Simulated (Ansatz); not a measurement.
Cost and result for the atomization energy of C₂H₇InS (`C[CH2][InH][SH]`) (11 atoms, 10 bonds).

```xyz
11

C     1.076   -0.854    0.090
C    -0.190   -0.720   -0.741
In   -1.410    0.988   -0.240
S    -0.566    2.351    1.548
H     0.855   -0.956    1.156
H     1.657   -1.735   -0.204
H     1.730    0.015   -0.022
H     0.042   -0.640   -1.807
H    -0.827   -1.603   -0.637
H    -2.892    1.563   -0.888
H     0.525    1.592    1.744
```

Charge 0, multiplicity 1. Correlated methods include outer-core shells of In, which these sets cover unevenly. In: def2 effective core potential. The geometry is a stationary point of PBE0-D4/def2-TZVP. It is one conformer, not always the lowest. Program: Ansatz. All runs use 4 threads of an AMD EPYC 7B13 on a shared host. Times are those of one run each, without the atoms' runs, and a repeat can differ threefold. Electronic energies, without spin–orbit coupling; frozen cores. CCSD(T)/CBS adds CCSD(T) − MP2 in def2-TZVPP to the MP2 limit, and its time is that of the two runs behind it. T1 = 0.013. With those shells the extrapolation isn't a true limit. B3LYP takes the VWN-RPA correlation (the form of Gaussian; ORCA's B3LYP/G).

CCSD(T)/CBS is a level of theory with its own doubt, some kJ/mol a heavy atom from the limit and from the frozen cores, so smaller differences don't rank the functionals.

```tsv
level	functions	wall time	atomization (kcal/mol)	difference from CCSD(T)/CBS	per bond
LDA (SPW92)/def2-TZVPP	252	1.4 s	976.3	111.7	11.2
BLYP-D4/def2-TZVPP	252	2.3 s	850.5	-14.1	-1.4
revPBE-D4/def2-TZVPP	252	2.3 s	851.0	-13.6	-1.4
CAM-B3LYP-D4/def2-TZVPP	252	3.9 s	861.9	-2.7	-0.3
r2SCAN-D4/def2-TZVPP (with forces)	252	4.5 s	863.9	-0.7	-0.1
r2SCANh-D4/def2-TZVPP	252	4.9 s	860.6	-4.0	-0.4
B3LYP-D4/def2-TZVPP (with forces)	252	5.5 s	857.6	-7.0	-0.7
CCSD(T)/def2-SVP	107	6 s	816.9	-47.7	-4.8
B2PLYP/def2-TZVPP	252	6.5 s	848.6	-16.0	-1.6
ωB97M-V/def2-TZVPP (with forces)	252	10 s	865.4	0.8	0.1
MP2/def2-QZVPP	476	22 s	858.1	-6.5	-0.6
CCSD(T)/def2-TZVPP	252	2.3 min	844.3	-20.3	-2.0
CCSD(T)/CBS(def2)	–	2.7 min	864.6	0.0	0.0
```

The D4 term adds +8.5 kcal/mol with B3LYP and +4.5 kcal/mol with PBE0; it sums over pairs of atoms, weighted by their polarisabilities, and B3LYP, whose exchange is more repulsive, gets the larger term. From PBE to PBE0 (25 % exact exchange), in def2-TZVPP and without D4, the atomization energy moves by −7.0 kcal/mol: exact exchange takes away binding that semilocal exchange gives to molecules. At CCSD(T), def2-SVP lies −47.7 kcal/mol from the extrapolated value and def2-TZVPP −20.3 kcal/mol: correlation converges slowly with the basis, and small sets miss more of it in the bonded molecule than in its fragments.

Spin–orbit coupling would lower the free In atoms strongly, and the atomization energy with them, by more than many differences here.
